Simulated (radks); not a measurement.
Problem. Coherent X-ray form factor from a spherical all-electron density. Method: Dirac Kohn-Sham, PBE, spin-unpolarised, spherical densities, finite nucleus; Fermi nuclear charge, rms radius of each element as measured or else 0.836 A^(1/3) + 0.57 fm; computed with a radial shooting solver on a logarithmic mesh with Libxc functionals.

| sin(theta)/lambda (1/angstrom) | f0 (electrons) |
|---|---|
| 0.05 | 14.853 |
| 0.1 | 14.430 |
| 0.15 | 13.781 |
| 0.2 | 12.978 |
| 0.25 | 12.098 |
| 0.3 | 11.212 |
| 0.4 | 9.614 |
| 0.5 | 8.382 |
| 0.6 | 7.482 |
| 0.8 | 6.215 |
| 1 | 5.158 |
| 1.25 | 3.960 |
| 1.5 | 3.009 |
| 2 | 1.903 |

The species is in the configuration that NIST lists as its ground one. Which atom or ion scatters so?

Solution. The calcium ion Ca5+, [Ne] 3s2 3p3. Extrapolating in s^2 from the first two rows gives f0(0) = 15.0, near the electron count 15; among species with that count, the fall with angle is slower the higher Z, and the table is that of Z = 20; from so few rows the species is fixed only to a neighbour or two.
